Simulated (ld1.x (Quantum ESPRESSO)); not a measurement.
What one change does to a pseudopotential (gallium, TM)

Ga, norm-conserving Troullier–Martins (Kleinman–Bylander form), made with ld1.x (Quantum ESPRESSO) 7.5 (LDA (PZ), scalar-relativistic). Core [Ar], reference 3d10 4s2 4p0.5 (charge +0.5). Waves: 4s (bound): rc 2.00 bohr; 4p (bound): rc 2.65 bohr; 3d (bound): rc 1.35 bohr. Local part: all-electron potential smoothed inside 1.45 bohr (lloc = -2). Core correction: none.

Change: wave 4p (bound): rc 2.65 bohr becomes 4p (bound): rc 2.12 bohr.

Cutoffs: the cutoffs (Ry, on a coarse ladder) from which the occupation-weighted sum of valence levels, in a spherical-Bessel basis at the reference potential, stays within 10 and 1 mRy of its value at 400 Ry; they do not see the model core or the augmentation charge, which bear on the density cutoff. Errors are all-electron minus pseudo energies relative to the spin-unpolarised reference configuration.

Task: What does the change do?

Result: The potential gets neither clearly harder nor softer (160 Ry and 300 Ry → 160 Ry and 300 Ry); the number of tests with a reliable result goes from 9 to 8; of the 8 tests that both files solve, the error grows in 4 and shrinks in 2 by more than 15 % and 0.3 meV (median size 4.0 → 3.9 meV); neither file shows a bound ghost.

| quantity | base | changed |
| --- | --- | --- |
| cutoff, loose | 160 Ry | 160 Ry |
| cutoff, tight | 300 Ry | 300 Ry |
| bound ghosts | none | none |
| tests with a reliable result | 9 of 9 | 8 of 9 |
| error for 3d10 4s2 4p1, meV [ΔE -2.12 eV] | +0.4 | +0.4 |
| error for 3d10 4s1 4p0, meV [ΔE 25.27 eV] | +3.9 | +6.0 |
| error for 3d9 4s2 4p1, meV [ΔE 25.85 eV] | -146 | -169 |
| error for 3d10 4s1 4p1, meV [ΔE 11.22 eV] | +4.2 | +1.9 |
| error for 3d9 4s0 4p0, meV [ΔE 121.09 eV] | -49 | -33 |
| error for 3d10 4s0 4p0, meV [ΔE 56.87 eV] | +14 | +19 |
| error for 3d10 4s2 4p0.5 (spin-polarised), meV [ΔE -0.04 eV] | +0.3 | +0.5 |
| error for 3d10 4s2 4p1 (spin-polarised), meV [ΔE -2.25 eV] | +1.3 | +1.8 |
